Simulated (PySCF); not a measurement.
How methods differ on the excitation energy of Si²⁺

Si²⁺ [Ne] 3s2 (1S) → Si²⁺ [Ne] 3s1 4s1 (3S), as a difference of total energies. Calculation: PySCF 2.14, in aug-cc-pCVTZ-DK (8s7p5d3f, 75 functions); the spin-free X2C one-electron Hamiltonian (Gaussian nucleus). Correlated levels: valence and next inner shell: 1s2 frozen. The calculations carry no spin-orbit coupling.

| method | excitation energy (cm⁻¹) |
| --- | --- |
| UHF | 143960 |
| MP2 (valence and next inner shell) | 151560 |
| SCS-MP2 (valence and next inner shell) | 153250 |
| CCSD (valence and next inner shell) | 152700 |
| CCSD(T) (valence and next inner shell) | 152960 |

The promoted electron is Rydberg-like, and one or two diffuse shells describe it only roughly, which tends to raise the upper state.
